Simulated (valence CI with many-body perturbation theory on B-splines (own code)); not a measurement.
Forbidden lines of In26+

Level of theory: relativistic CI+MBPT: five valence electrons over a frozen Dirac-Fock core [Ar], radial functions for each j: 7 s, 7 p, 8 d, 6 f, 4 g, 1 h, with the one-electron correlation potential Σ1 (screened to all orders), the two-electron term Σ2, the three-electron term Σ3, Breit, model QED; selected single and double excitations, second order for the rest (own B-spline code, finite nucleus).

The last digits are not significant, and no measured levels were compared; by estimate large intervals hold to a few tenths of a per cent, small ones and those within an open d or f shell to about a per cent. Core correlation moves these levels by up to 13000 cm⁻¹, and in measured spectra 5 to 20 % of such shifts remained as error; rates that hang on mixing are uncertain with them. Only levels of the ground parity were solved; by the run's estimate the other parity begins above the list, which can be wrong where configurations are misplaced.

Lines 51 to 100 of 120 in falling wavelength, among levels below 514340 cm⁻¹, chosen from the decays that carry over 1 % of a level's rate. Wavelengths and rates use the calculated energies. Weak lines are less certain than strong ones. Lines between different terms over intervals too small for the method are left out, as are lines whose strength nearly cancels.

Names give the largest LS component (configuration and term), which can be under half, so a name can repeat, a term be missing and a line seem to break the LS rules; names also repeat where a configuration has a term twice. Letters in brackets count levels of one name in rising energy.

```
λ vac (Å)           Upper           Lower  Type   A (s⁻¹)  Branch %
     1325  3d5 2D_3/2 [a]      3d5 4D_1/2    M1  6.81e+02       9.2
     1288      3d5 2H_9/2      3d5 4D_7/2    M1  6.14e+02       4.5
     1228  3d5 2G_9/2 [a]     3d5 4G_11/2    M1  1.47e+03      41.1
     1218      3d5 4F_5/2      3d5 4D_7/2    M1  2.11e+02       1.2
     1190     3d5 2I_13/2     3d5 4G_11/2    M1  6.07e+02      91.3
     1186      3d5 4F_3/2      3d5 4P_3/2    M1  7.89e+03      47.6
     1177      3d5 2S_1/2      3d5 4F_3/2    M1  7.45e+02       4.8
     1173  3d5 4G_5/2 [a]      3d5 6S_5/2    M1  5.71e+03     100.0
     1152  3d5 2G_9/2 [a]      3d5 4G_7/2    M1  1.65e+03      46.2
     1136  3d5 2G_7/2 [a]      3d5 4D_7/2    M1  4.03e+01       1.1
     1131  3d5 2F_5/2 [a]  3d5 4G_5/2 [b]    M1  1.03e+04      66.9
     1130      3d5 4F_7/2  3d5 2G_9/2 [a]    M1  4.89e+03      34.4
     1107     3d5 2H_11/2     3d5 2I_13/2    M1  2.62e+03      13.3
     1099  3d5 2D_5/2 [a]  3d5 4G_5/2 [a]    M1  2.80e+03      29.0
     1076     3d5 2H_11/2  3d5 2G_9/2 [a]    M1  1.99e+03      10.1
     1055      3d5 2S_1/2      3d5 4D_3/2    M1  1.12e+03       7.1
     1054  3d5 2G_9/2 [b]  3d5 2G_9/2 [a]    M1  2.11e+02       2.5
     1043  3d5 2F_5/2 [b]  3d5 2D_5/2 [a]    M1  2.54e+03      14.0
     1035  3d5 2D_3/2 [a]  3d5 2D_5/2 [a]    M1  2.39e+03      32.2
     1024      3d5 2S_1/2      3d5 4D_1/2    M1  1.69e+02       1.1
     1023  3d5 2F_5/2 [a]      3d5 4P_3/2    M1  9.28e+02       6.0
    991.9      3d5 4F_7/2  3d5 2F_7/2 [a]    M1  2.88e+03      20.2
    983.2  3d5 2F_5/2 [a]      3d5 4G_7/2    M1  1.73e+03      11.3
    974.4  3d5 2F_7/2 [b]  3d5 2D_5/2 [a]    M1  1.82e+03      12.4
    972.6  3d5 2F_5/2 [b]      3d5 4D_7/2    M1  3.91e+03      21.6
    914.5     3d5 2H_11/2     3d5 2I_11/2    M1  1.07e+04      54.5
    912.7  3d5 2F_7/2 [b]      3d5 4D_7/2    M1  5.09e+03      34.6
    907.1      3d5 2H_9/2      3d5 4G_9/2    M1  6.86e+03      50.0
    900.5  3d5 2F_7/2 [a]  3d5 4G_5/2 [a]    M1  3.59e+02      13.2
    898.2  3d5 2G_9/2 [b]     3d5 2I_11/2    M1  1.58e+03      19.0
    869.3      3d5 4D_3/2  3d5 4G_5/2 [a]    M1  6.61e+01       1.2
    859.6      3d5 4F_5/2  3d5 4G_5/2 [b]    M1  3.42e+03      19.0
    834.2      3d5 2H_9/2     3d5 4G_11/2    M1  2.74e+03      20.0
    829.1  3d5 2G_7/2 [a]      3d5 4G_9/2    M1  1.80e+03      49.6
    820.8      3d5 4G_7/2      3d5 6S_5/2    M1  6.56e+02      41.8
    817.8  3d5 2G_7/2 [a]  3d5 4G_5/2 [b]    M1  9.46e+01       2.6
    800.9      3d5 4F_3/2  3d5 4G_5/2 [a]    M1  5.98e+03      36.1
    798.8      3d5 2H_9/2      3d5 4G_7/2    M1  2.53e+03      18.5
    795.9      3d5 4F_5/2      3d5 4P_3/2    M1  3.01e+02       1.7
    795.0      3d5 4P_3/2      3d5 6S_5/2    M1  1.03e+04      93.1
    789.0  3d5 2D_3/2 [a]      3d5 4P_1/2    M1  3.35e+02       4.5
    782.7      3d5 4F_7/2      3d5 4D_7/2    M1  1.60e+03      11.2
    771.5      3d5 4F_5/2      3d5 4G_7/2    M1  3.22e+03      17.9
    745.4  3d5 2G_9/2 [b]      3d5 4D_7/2    M1  3.03e+03      36.5
    740.1  3d5 4G_5/2 [b]      3d5 6S_5/2    M1  3.43e+03      46.1
    729.5  3d5 2F_5/2 [b]  3d5 4G_5/2 [b]    M1  4.35e+03      24.0
    723.2  3d5 2F_5/2 [a]  3d5 4G_5/2 [a]    M1  9.09e+02       5.9
    703.5  3d5 2F_7/2 [b]      3d5 4G_9/2    M1  5.42e+03      36.8
    695.3  3d5 2F_7/2 [b]  3d5 4G_5/2 [b]    M1  2.25e+02       1.5
    683.1  3d5 2F_5/2 [b]      3d5 4P_3/2    M1  1.28e+03       7.1
```
